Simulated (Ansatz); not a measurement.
Basis-set series for CH4FGeO (`C[O][GeH][F]`) radical. Total charge 0; spin multiplicity 2. The geometry is a stationary point of PBE0-D4/def2-TZVP. It is one conformer, not always the lowest.

```csv
functional,basis,functions,energy (Eh),HOMO (eV),LUMO (eV)
PBE0-D4,def2-TZVPP,197,-2292.19685,-6.71,-3.27
PBE0-D4,def2-QZVPP,380,-2292.25501,-6.75,-3.33
ωB97M-V,def2-TZVPP,197,-2292.49287,-8.76,-1.44
ωB97M-V,def2-QZVPP,380,-2292.54932,-8.82,-1.55
```

(1) Give the rows for def2-SVP. (Estimate.)

Answers

(1) Ansatz gave: 
| functional | basis | functions | energy (Eh) | HOMO (eV) | LUMO (eV) |
| --- | --- | --- | --- | --- | --- |
| PBE0-D4 | def2-SVP | 94 | -2291.66843 | -6.60 | -3.21 |
| ωB97M-V | def2-SVP | 94 | -2291.95823 | -8.64 | -1.32 |

HOMO and LUMO are taken over both spins. Scalar relativity is left out up to krypton.
